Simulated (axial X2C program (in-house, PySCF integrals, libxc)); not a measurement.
Potential curves of MoN⁻, 2c

All values were computed with an in-house relativistic program for diatomic molecules. Two-component (2c) means X2C with spin–orbit coupling and atomic mean-field two-electron Coulomb and Gaunt terms. Basis: Mo dyall-acv3z [12s13p10d5f3g], N dyall-av3z [7s7p3d2f] (cores contracted in-house); Gaussian nuclei, density fitting, unrestricted open shells. Masses: Mo 97.905 u, N 14.003 u.

State: Ω = 1 (⟨Sz⟩ = 1.00, ⟨Lz⟩ = 0.00 at LDA). Energies in eV from the fragments at the same level (Mo- + N). Fits are polynomials in 1 − R0/R over 0.85 to 1.23 times the lowest point R0.

```
 R (Å)      LDA     PBE0
1.5275  -7.3697  -5.2677
1.5762  -7.6319  -5.5026
1.6250  -7.7204  -5.5670
1.6819  -7.6516  -5.4756
1.7388  -7.4427  -5.2541
1.8119  -7.0299  -4.8534
```

One determinant describes the state; a PBE0 search over occupations chose it and may have missed a lower one. De is counted from the lowest determinant-based energies of the atoms at the same level, without counterpoise correction. Density functionals use the spin component along the axis (collinear). Without a current term, density functionals place determinants with orbital angular momentum somewhat too high. With several unpaired electrons one determinant need not be a pure state. Open-shell Ω = 0 determinants with evenly filled partner blocks cannot be reached by this program, so the Ω shown need not be the lowest component. The highest occupied level of some functionals is positive through self-interaction error; at Hartree–Fock it is bound. The determinant is spin-polarised beyond a pure state at some levels (its spin-free form has ⟨S²⟩ too high), which makes Re and μ there less reliable.

(1) What are Re, ωe and De at the LDA level?

(2) What are Re, ωe and De at the PBE0 level?

Results:

(1) At LDA, 2c: Re = 1.630 Å, ωe ≈ 1120 cm⁻¹, De = 7.72 eV to Mo- + N; Be follows as 0.518 cm⁻¹.

(2) At PBE0, 2c: Re = 1.622 Å, ωe ≈ 1130 cm⁻¹, De = 5.57 eV to Mo- + N; Be follows as 0.523 cm⁻¹.
